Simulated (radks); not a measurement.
Polarisability of the chlorine ion Cl2+, [Ne] 3s2 3p3, at imaginary frequency. All-electron calculation, non-relativistic Kohn-Sham, LDA (Slater exchange, VWN5 correlation), spin-polarised, spherical densities, point nucleus; open shells are filled with parallel spins first. Program: a radial shooting solver on a logarithmic mesh with Libxc functionals. Response by self-consistent Sternheimer equations with the Hartree and adiabatic LDA kernel.

w (hartree),alpha1(iw) (bohr^3)
0.00266,5.861
0.0143,5.859
0.0360,5.848
0.0697,5.813
0.118,5.725
0.186,5.537
0.280,5.180
0.413,4.576
0.605,3.693
0.892,2.621
1.35,1.591
2.12,0.8187
3.59,0.3578
6.94,0.1299
17.5,0.03108

Static values: alpha1 = 5.861 bohr^3 (0.8686 angstrom^3; uncoupled 9.622). C6 = 20.83, triple-dipole C9 = 89.70 atomic units. One-pole (London) frequency 4 C6 / (3 alpha1^2) = 0.808 hartree, against 1.214 for minus the highest occupied eigenvalue. The dipole shielding factor is 0.882, as the force sum rule N/Z = 0.882 demands.
